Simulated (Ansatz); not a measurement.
Computed with Ansatz on PBE0-D4/def2-TZVP structures; ΔE is electronic, products minus reactants. CBS: MP2 limit from def2 TZ/QZ plus the TZ coupled-cluster correction, frozen cores. Functionals use def2-TZVPP. Elements past krypton have def2 core potentials. For Cd outer-core shells are correlated without core-valence functions, which leaves a few kJ/mol of doubt a bond. Each species was taken in one conformer, which may not be the lowest.

`C[CH2][Cd][Cl]` + `[SiH3]OC1=CS1` → `[SiH3][O][Cd][Cl]` + `CCC1=CS1`  (formal exchange of groups at a Cd–C bond)

```json
{"level": "PBE", "ΔE (kJ/mol)": "-76.0"}
{"level": "SCS-MP2/def2-TZVPP", "ΔE (kJ/mol)": "-100.7"}
```

Q: What does CCSD(T)/CBS give? (An estimate is asked.)

A: Ansatz gave: -103.2 kJ/mol. The listed levels differ from it by 27.2, 2.5 kJ/mol.

Largest T1 diagnostic among the species: 0.014.

From PBE to PBE0 (25 % exact exchange), in def2-TZVPP and without D4, ΔE moves by −10.3 kJ/mol. In def2-TZVPP, CCSD(T) changes the Hartree–Fock value by +26.5 kJ/mol (the triples alone add +5.0 kJ/mol) and MP2 by +29.6 kJ/mol.
